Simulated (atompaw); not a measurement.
**N: one change to a PAW (atompaw) potential, before and after**

atompaw 4.2.0.5 input, output lines left out:

```
N 7
GGA-PBE loggrid 1500 logderivrange -3 5 201
2 2 0 0 0 0
2 1 3
0 0 0
c
v
v
1
2.45 1.85 1.80 1.80
y
-0.5
n
y
0.05
n
custom rrkj gramschmidtortho sinc
2 0.5 troulliermartins
1.20
2.45
2.45
2.45
```

Change: augmentation sinc compensation charge, radius 1.85 bohr; PAW radius 2.45 bohr; waves and projectors: custom polynom vanderbiltortho.

Cutoffs: the cutoffs (Ry, on a coarse ladder) from which the occupation-weighted sum of valence levels, in a spherical-Bessel basis at the reference potential, stays within 10 and 1 mRy of its value at 400 Ry; they do not see the model core or the augmentation charge, which bear on the density cutoff.

Question: What does the change do?

Answer: The potential gets neither clearly harder nor softer (15 Ry and 30 Ry → 12 Ry and 35 Ry); the s channel sets the loose cutoff, while the largest relative change is in p, which becomes harder; the range in which the p phases agree widens (upper end 1.0 → at the end of the scan); neither file shows a bound ghost.

| quantity | base | changed |
| --- | --- | --- |
| cutoff, loose | 15 Ry | 12 Ry |
| cutoff, tight | 30 Ry | 35 Ry |
| loose cutoff by channel (10 mRy a level) | s 12 Ry, p 8 Ry | s 10 Ry, p 10 Ry |
| bound ghosts | none | none |
| s: phases at 2.46 bohr within 0.05 rad from the reference energy up to (Ry; the scan ends near 5) | 1.3 | 1.0 |
| p: phases at 2.46 bohr within 0.05 rad from the reference energy up to (Ry; the scan ends near 5) | 1.0 | to the end of the scan |
| lowest overlap eigenvalue by channel | s 0.02, p 0.39 | s 0.51, p 0.92 |

 The cutoffs see the waves, projectors and local potential, not the compensation charge or the core.
